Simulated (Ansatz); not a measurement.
Reaction (silylene formation by 1,1-elimination): `F[Si](F)(Cl)Cl` → `Cl[Si]Cl` + F₂

Program: Ansatz. Geometries: PBE0-D4/def2-TZVP. ΔE: electronic, gas phase. CBS: def2 TZ/QZ extrapolation, frozen cores. DFT in def2-TZVPP. B3LYP here is the variant with VWN-RPA as its local correlation; programs differ in this. HSE06 is defined as in plane-wave codes.

```csv
level,ΔE (kJ/mol),difference from CCSD(T)/CBS
LDA (SPW92),959.3,-28.8
PBE-D4,903.5,-84.6
revPBE-D4,891.7,-96.4
BLYP-D4,893.8,-94.3
r2SCAN-D4,973.4,-14.7
B97M-V,960.3,-27.8
r2SCANh-D4,985.6,-2.5
r2SCAN0-D4,1003.4,15.3
BHLYP-D4,1001.1,13.0
CAM-B3LYP-D4,973.2,-14.9
ωB97X-V,968.8,-19.3
ωB97M-V,956.9,-31.2
B2PLYP,964.0,-24.1
PBE-QIDH,1004.6,16.5
PBE,897.3,-90.8
revPBE,873.4,-114.7
PBE0,950.2,-37.9
B3LYP,932.0,-56.1
r2SCAN0,1001.6,13.5
HSE06,949.2,-38.9
BHLYP,993.7,5.6
CAM-B3LYP,967.8,-20.3
CCSD/def2-SVP,922.5,-65.6
CCSD(T)/def2-SVP,909.7,-78.4
HF/def2-TZVPP,1027.6,39.5
CCSD/def2-TZVPP,976.7,-11.4
MP2/def2-QZVPP,1025.8,37.7
SCS-MP2/def2-QZVPP,1001.3,13.2
CCSD/def2-QZVPP,994.0,5.9
CCSD(T)/def2-QZVPP,980.5,-7.6
MP2/CBS(def2),1030.4,42.3
CCSD/CBS(def2),1002.1,14.0
MP2/cc-pV(D+d)Z,937.3,-50.8
CCSD(T)/cc-pV(D+d)Z,881.7,-106.4
HF/cc-pV(T+d)Z,1022.5,34.4
MP2/cc-pV(T+d)Z,1007.5,19.4
HF/cc-pV(Q+d)Z,1035.9,47.8
CCSD/cc-pV(Q+d)Z,994.9,6.8
CCSD(T)/cc-pV(Q+d)Z,981.4,-6.7
CCSD/CBS(cc),1006.2,18.1
CCSD(T)/CBS,988.1,0
```

Largest T1 diagnostic among the species: 0.013.

From r2SCAN to r2SCAN0 (25 % exact exchange), in def2-TZVPP and without D4, ΔE moves by +29.7 kJ/mol. In def2-TZVPP, CCSD(T) changes the Hartree–Fock value by −63.6 kJ/mol (the triples alone add −12.7 kJ/mol) and MP2 by −14.5 kJ/mol.
